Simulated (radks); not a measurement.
Initial-state core-level shifts of the technetium ion Tc+ when its valence configuration changes from [Kr] 4d5 5s1. Method: scalar-relativistic Kohn-Sham, r2SCAN, spin-unpolarised, spherical densities, finite nucleus; meta-GGA in the generalised Kohn-Sham scheme; Fermi nuclear charge, rms radius 4.4112 fm; computed with a radial shooting solver on a logarithmic mesh with Libxc functionals. Shifts are changes of the shell-averaged eigenvalues in eV (positive: less bound); the change of the density at the nucleus, which sets a Mossbauer isomer shift, is in e/bohr^3, on a base of 1.022e+05.

valence               3s       3p       4s       4p  density at nucleus
4d4.5 5s1 5p0.5   -2.833   -2.833   -2.617   -2.499               +2.34
4d5 5p1           -1.292   -1.292   -1.319   -1.318              -16.46
4d4 5s1 5p1       -5.746   -5.746   -5.258   -5.010               +5.03
4d3 5s1 5p2      -11.799  -11.799  -10.590  -10.044              +11.47
4d5 5s0.5 5p0.5   -0.653   -0.653   -0.667   -0.667               -8.22
4d6               +4.055   +4.056   +3.724   +3.522              -18.85
4d4 5s2           -4.460   -4.461   -3.972   -3.732              +23.04
4d2 5s1 5p3      -18.124  -18.123  -15.947  -15.068              +19.10
4d5.5 5s0.5       +2.081   +2.081   +1.897   +1.791               -9.92
